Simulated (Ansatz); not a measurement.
C$_{4}$H$_{9}$ClFGaO, SMILES `CC(C)(C)[O][Ga]([F])[Cl]`, 17 atoms. Total charge 0; spin multiplicity 1. Correlated methods include outer-core shells of Ga, which these sets cover unevenly. Scalar relativity is left out up to krypton. Hardware: A = 2 threads of an AMD EPYC 7R13 on a shared host and a share of an NVIDIA H100 80 GB; B = 2 threads of a server CPU on a shared host. Correlated methods freeze the cores.

Question: How many basis functions does each run have, and how long does it take in Ansatz? RKS ωB97M-V/def2-TZVPP energy and forces [A]; RKS PBE0-D4/def2-TZVP relaxation (8 steps) [A]; RKS ωB97M-V/def2-QZVPP energy [A]; RKS PBE0-D4/def2-SVP energy [B]; RHF-MP2/def2-QZVPP energy [A]; RKS r2SCANh-D4/def2-TZVPP energy [A]; RKS PBE-D4/def2-TZVPP energy and forces [A]; direct RPA on PBE orbitals/def2-TZVPP energy [A]; RKS ωB97M-V/def2-SVP energy [B]; RKS B3LYP-D4/def2-TZVPP energy and forces [A]; RHF-CCSD(T)/def2-TZVPP energy [A]; RHF-CCSD(T)/def2-SVP energy [A]. (Estimate.)

Answer: Ansatz gave: Other jobs shared the machine, so times are rough.

| level | job | functions | wall time | peak host memory (GiB) |
| --- | --- | --- | --- | --- |
| direct RPA on PBE orbitals/def2-TZVPP | energy [A] | 402 | 12 s | 1.9 |
| RKS PBE-D4/def2-TZVPP | energy and forces [A] | 402 | 12 s | 0.92 |
| RKS B3LYP-D4/def2-TZVPP | energy and forces [A] | 402 | 13 s | 1.1 |
| RHF-CCSD(T)/def2-SVP | energy [A] | 179 | 13 s | 1 |
| RKS PBE0-D4/def2-SVP | energy [B] | 179 | 15 s | 1 |
| RKS r2SCANh-D4/def2-TZVPP | energy [A] | 402 | 16 s | 1 |
| RKS ωB97M-V/def2-QZVPP | energy [A] | 771 | 19 s | 1.5 |
| RKS ωB97M-V/def2-TZVPP | energy and forces [A] | 402 | 22 s | 1.1 |
| RHF-MP2/def2-QZVPP | energy [A] | 771 | 31 s | 1.4 |
| RKS PBE0-D4/def2-TZVP | relaxation (8 steps) [A] | 325 | 41 s | 1 |
| RKS ωB97M-V/def2-SVP | energy [B] | 179 | 42 s | 1 |
| RHF-CCSD(T)/def2-TZVPP | energy [A] | 402 | 47 s | 1.8 |

B3LYP here is the variant with VWN-RPA as its local correlation; programs differ in this.
